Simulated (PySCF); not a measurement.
GaCl₂: PBE0 against wB97X

Base calculation in PySCF with density fitting and no spin–orbit coupling, PBE0/def2-TZVP (no relativity): doublet, C2v, Ga–Cl 2.160 Å (×2); Cl–Ga–Cl 119.3°; wavenumbers 115, 373, 422 cm⁻¹; dipole moment 1.74 D, polar-tensor charge of Ga 1.03 e, atomisation energy (no zero-point energy) 688 kJ/mol.

Task: What changes on going to wB97X/def2-TZVP (no relativity)?

Result: The point group stays the same. Changes: mean bond to Ga -0.005 Å, smallest bond angle -0.1 degrees, highest wavenumber +5 cm⁻¹, lowest wavenumber +5 cm⁻¹, dipole moment 0.00 D, polar-tensor charge of Ga +0.03 e, atomisation energy (no zero-point energy) -12 kJ/mol. The new structure has Ga–Cl 2.155 Å (×2); Cl–Ga–Cl 119.2°, with wavenumbers 120, 380, 427 cm⁻¹.

Only the bonding shown was studied: isomers, or loss of a ligand pair, can lie lower.
